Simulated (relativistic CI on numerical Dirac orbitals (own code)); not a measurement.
# Electric-dipole lines of Ir LVII

These numbers are calculated, not measured: Dirac-Coulomb-Breit CI, orbitals from a KLI potential per configuration, QED by a radiative potential, unscaled Slater integrals (own radial code, finite nucleus).

Configuration list (outside the closed core [Ne]): 3s²3p⁶3d³, 3s²3p⁵3d⁴, 3s3p⁶3d⁴, 3s²3p⁶3d²4s, 3s²3p⁶3d²4p, 3s²3p⁶3d²4d, 3s²3p⁵3d³4s, 3s²3p⁶3d²4f, 3s²3p⁵3d³4p, 3s3p⁶3d³4s, 3p⁶3d⁴4p, 3p⁶3d⁵, 3p⁵3d⁶, 3p⁵3d⁵4s, 3p⁶3d⁴4s, 3p⁵3d⁴4s², 3s²3p⁶3d4s², 3s²3p⁶4s²4p, 3s²3p⁶4s²4d. Double excitations out of closed p, d and f shells are left out; levels of such configurations are missing from the list, as are those of other unlisted configurations, and high levels can miss mixing partners. These lack a partner that the ground configuration has and come out too high: 3s²3p⁵3d³4p.

| λ vac (Å) | Lower | Upper | A (s⁻¹) | gf | Branching (%) |
| --- | --- | --- | --- | --- | --- |
| 16.107 | 3s²3p⁶3d³ ²G7/2 [5] | 3s²3p⁵3d⁴ ²D°5/2 [145] | 4.46e+12 | 1.04e+00 | 42.2 |
| 16.238 | 3s²3p⁶3d³ ²H9/2 [4] | 3s²3p⁵3d⁴ ²F°7/2 [144] | 6.90e+12 | 2.18e+00 | 66.3 |
| 16.324 | 3s²3p⁶3d³ ⁴F9/2 [9] | 3s²3p⁵3d⁴ ⁴D°7/2 [164] | 3.92e+12 | 1.25e+00 | 48.9 |
| 16.349 | 3s²3p⁶3d³ ⁴F7/2 [8] | 3s²3p⁵3d⁴ ²F°5/2 [160] | 4.81e+12 | 1.16e+00 | 64.4 |
| 16.403 | 3s²3p⁶3d³ ²H11/2 [12] | 3s²3p⁵3d⁴ ²G°9/2 [165] | 6.14e+12 | 2.48e+00 | 96.4 |
| 16.477 | 3s²3p⁶3d³ ⁴F9/2 [9] | 3s²3p⁵3d⁴ ²G°9/2 [159] | 2.64e+12 | 1.07e+00 | 43.2 |
| 16.559 | 3s²3p⁶3d³ ²F7/2 [15] | 3s²3p⁵3d⁴ ²F°7/2 [167] | 4.70e+12 | 1.55e+00 | 66.3 |
| 16.562 | 3s²3p⁶3d³ ⁴F3/2 [1] | 3s²3p⁵3d⁴ ⁴D°1/2 [137] | 9.23e+12 | 7.59e-01 | 99.5 |
| 16.601 | 3s²3p⁶3d³ ²G9/2 [17] | 3s²3p⁵3d⁴ ²F°7/2 [189] | 5.80e+12 | 1.92e+00 | 93.5 |
| 16.610 | 3s²3p⁶3d³ ²H11/2 [12] | 3s²3p⁵3d⁴ ²H°11/2 [161] | 6.39e+12 | 3.17e+00 | 79.4 |
| 16.614 | 3s²3p⁶3d³ ²G9/2 [17] | 3s²3p⁵3d⁴ ²G°9/2 [188] | 3.79e+12 | 1.57e+00 | 99.6 |
| 16.707 | 3s²3p⁶3d³ ²D5/2 [7] | 3s²3p⁵3d⁴ ²D°5/2 [145] | 4.70e+12 | 1.18e+00 | 44.5 |
| 16.758 | 3s²3p⁶3d³ ²G9/2 [17] | 3s²3p⁵3d⁴ ²H°11/2 [187] | 4.27e+12 | 2.16e+00 | 99.4 |
| 17.007 | 3s²3p⁶3d³ ⁴F5/2 [2] | 3s²3p⁵3d⁴ ⁴D°3/2 [139] | 3.40e+12 | 5.90e-01 | 72.4 |
| 17.022 | 3s²3p⁶3d³ ²G7/2 [5] | 3s²3p⁵3d⁴ ²G°7/2 [142] | 2.47e+12 | 8.58e-01 | 60.1 |
| 17.066 | 3s²3p⁶3d³ ²H9/2 [4] | 3s²3p⁵3d⁴ ²H°9/2 [140] | 3.60e+12 | 1.57e+00 | 85.1 |
| 18.904 | 3s²3p⁵3d⁴ ⁴G°11/2 [26] | 3s3p⁶3d⁴ ⁴F9/2 [198] | 3.88e+12 | 2.08e+00 | 58.6 |
| 27.706 | 3s²3p⁶3d³ ²H11/2 [12] | 3s²3p⁵3d⁴ ²G°9/2 [121] | 1.74e+12 | 2.00e+00 | 93.2 |
| 27.707 | 3s²3p⁶3d³ ⁴F5/2 [2] | 3s²3p⁵3d⁴ ⁴F°5/2 [73] | 1.22e+12 | 8.41e-01 | 72.0 |
| 27.796 | 3s²3p⁶3d³ ⁴F3/2 [1] | 3s²3p⁵3d⁴ ²D°3/2 [35] | 1.95e+12 | 9.02e-01 | 99.6 |
| 27.824 | 3s²3p⁶3d³ ²G9/2 [17] | 3s²3p⁵3d⁴ ²F°7/2 [133] | 1.69e+12 | 1.57e+00 | 87.1 |
| 27.954 | 3s²3p⁶3d³ ²H9/2 [4] | 3s²3p⁵3d⁴ ²F°7/2 [79] | 7.72e+11 | 7.24e-01 | 96.3 |
| 28.057 | 3s²3p⁶3d³ ⁴F5/2 [2] | 3s²3p⁵3d⁴ ⁴D°3/2 [69] | 1.19e+12 | 5.61e-01 | 78.6 |
| 28.122 | 3s²3p⁶3d³ ²H9/2 [4] | 3s²3p⁵3d⁴ ²H°9/2 [76] | 1.63e+12 | 1.93e+00 | 84.6 |
| 28.147 | 3s²3p⁶3d³ ²G7/2 [5] | 3s²3p⁵3d⁴ ²F°5/2 [77] | 1.18e+12 | 8.38e-01 | 68.8 |
| 28.197 | 3s²3p⁶3d³ ²D5/2 [7] | 3s²3p⁵3d⁴ ²D°5/2 [84] | 1.53e+12 | 1.09e+00 | 76.7 |
| 28.236 | 3s²3p⁶3d³ ²G7/2 [5] | 3s²3p⁵3d⁴ ²G°7/2 [74] | 1.50e+12 | 1.43e+00 | 82.2 |
| 28.391 | 3s²3p⁶3d³ ⁴F3/2 [1] | 3s²3p⁵3d⁴ ²F°5/2 [34] | 1.61e+12 | 1.17e+00 | 99.4 |
| 28.569 | 3s²3p⁶3d³ ⁴F9/2 [9] | 3s²3p⁵3d⁴ ²H°9/2 [109] | 1.30e+12 | 1.59e+00 | 85.6 |
| 28.853 | 3s²3p⁶3d³ ²H11/2 [12] | 3s²3p⁵3d⁴ ²H°11/2 [113] | 1.24e+12 | 1.86e+00 | 89.1 |

Terms are leading LS components. Brackets give the number of a level in order of energy, since labels repeat. The list gives strong lines, with weight on those to low levels, without lines whose two gauges differ by over a factor of 2.5, among the lowest 200 of 2434 levels, so that lines to higher ones, which can be the strongest, are missing. Levels whose partners in the same complex of configurations lie outside the list can be far off, and so can their lines. Rates are taken at the computed energies, electric ones in the length gauge.

At this charge energies of transitions that change n are usually good to better than 1 %, and those within a shell (Δn = 0) to a few per cent.

LS names give the leading component of a level, which can be under half, so a name can repeat, a term be missing and a line seem to break the LS rules.
